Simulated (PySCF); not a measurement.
Species: C5H11N3SSi.
Numbering: `[CH3:1][N:2]([CH3:3])[SiH2:4][CH2:5][c:6]1[n:7][cH:8][s:9][n:10]1` (hydrogens: H11, H12, H13 on C1; H14, H15, H16 on C3; H17, H18 on Si4; H19, H20 on C5; H21 on C8)

Method: PySCF 2.14.0, PBE0-D3(BJ)/def2-SVP geometry optimisation, gas phase.

Q: Give the optimised bond lengths and angles.

A: 
| bond | length (Å) | order |
| --- | --- | --- |
| C1–N2, N2–C3 | 1.440 | single |
| N2–Si4 | 1.734 | single |
| Si4–C5 | 1.906 | single |
| C5–C6 | 1.484 | single |
| C6–N7 | 1.374 | aromatic |
| N7–C8 | 1.299 | aromatic |
| C8–S9 | 1.718 | aromatic |
| S9–N10 | 1.657 | aromatic |
| C6–N10 | 1.315 | aromatic |
| C1–H11 and 5 like bonds | 1.106 | single |
| Si4–H17, Si4–H18 | 1.493 | single |
| C5–H19, C5–H20 | 1.101 | single |
| C8–H21 | 1.093 | single |

Bonds in one row agree within 0.01 Å and their mean is given. Orders are formal, as drawn. A selection of angles:
| angle | degrees |
| --- | --- |
| N2–C1–H11 | 110.7 |
| N2–C1–H12 | 113.0 |
| H11–C1–H12 | 107.6 |
| C1–N2–C3 | 114.5 |
| C1–N2–Si4 | 121.3 |
| N2–Si4–C5 | 113.7 |
| N2–Si4–H17 | 108.4 |
| C5–Si4–H17 | 107.0 |
| C5–Si4–H18 | 108.6 |
| H17–Si4–H18 | 111.5 |
| Si4–C5–C6 | 111.9 |
| Si4–C5–H19 | 108.9 |
| Si4–C5–H20 | 107.8 |
| C6–C5–H19 | 109.5 |
| H19–C5–H20 | 108.8 |
| C5–C6–N7 | 119.8 |
| C5–C6–N10 | 121.6 |
| N7–C6–N10 | 118.5 |
| C6–N7–C8 | 109.0 |
| N7–C8–S9 | 112.3 |
| N7–C8–H21 | 124.2 |
| S9–C8–H21 | 123.4 |
| C8–S9–N10 | 91.9 |
| C6–N10–S9 | 108.3 |

Dihedral angles: C1–N2–Si4–C5 78° (synclinal); N2–Si4–C5–C6 -173° (antiperiplanar); Si4–C5–C6–N7 -71° (synclinal). The mirror-image conformer, all signs reversed, is as good.

Si4 (SiH2 silicon) is distorted tetrahedral (angles from 107.0° to 113.7°). Of the pairs four or more bonds apart, H13···H16 is among the closest relative to their van der Waals radii: 2.49 Å, 104 % of the sum of Bondi's values. The 5 C–N bonds span 1.299 Å (N7–C8, aromatic) to 1.440 Å (C1–N2, drawn single), a spread of 0.141 Å. The 5-membered ring C6–N7–C8–S9–N10 has internal angles of 91.9° to 118.5° (sum 540°, against 540° for a flat polygon); it is planar, 0.00 Å rms from its mean plane, widest ring torsion 0°. N2 (silicon-bound nitrogen) is almost planar (angles 122.2°, 121.3° and 114.5°, sum 358.0°, 0.13 Å off the plane of its three neighbours). N10 (pyridine-type nitrogen) is bent (angle 108.3°). N7 (pyridine-type nitrogen) is bent (angle 109.0°).

Point group: C1 (no symmetry element, even within 0.4 Å). No PBE0-D3(BJ)/def2-SVP frequencies stand behind this structure, so it isn't proved a minimum. The numbers are those of one conformer.
